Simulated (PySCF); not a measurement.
## Working with the constants of MoN⁻

ROHF-CCSD(T) constants of MoN⁻, ³Σ⁻ (triplet), unpaired electrons δ ↑↑ (PySCF, scalar-relativistic core potentials, basis sets Mo def2-TZVPPD with ECP28, N def2-TZVPPD; masses 97.9054 and 14.0031 u):

| Property | Result |
| --- | --- |
| ωe | 1063.4 cm⁻¹ |
| ωexe | 4.0 cm⁻¹ |
| Be | 0.50242 cm⁻¹ |
| αe | 0.00253 cm⁻¹ |

Q: What force constant and bond length do these constants imply?

A: Reduced mass μred = 12.251 u; k = 5.8918×10⁻⁷·μred·ωe² (u, cm⁻¹, mdyn/Å) = 8.16 mdyn/Å; Re = √(16.8576/(μred·Be)) (u, cm⁻¹, Å) = 1.655 Å.

Q: Estimate the centrifugal constant D from the Kratzer relation and find the Dunham coefficient a1.

A: D = 4Be³/ωe² = 4.49e-07 cm⁻¹; a1 = −1 − αeωe/(6Be²) = -2.78.

Correlated steps freeze 1 core orbital. These are scalar-relativistic numbers at best; spin–orbit coupling would shift them, the dissociation energy most. The CCSD T1 diagnostic is raised, a sign that a single reference may not be enough here. The state is the lowest single determinant that the PBE0 search found; with open d or f shells the true ground state can be another one.
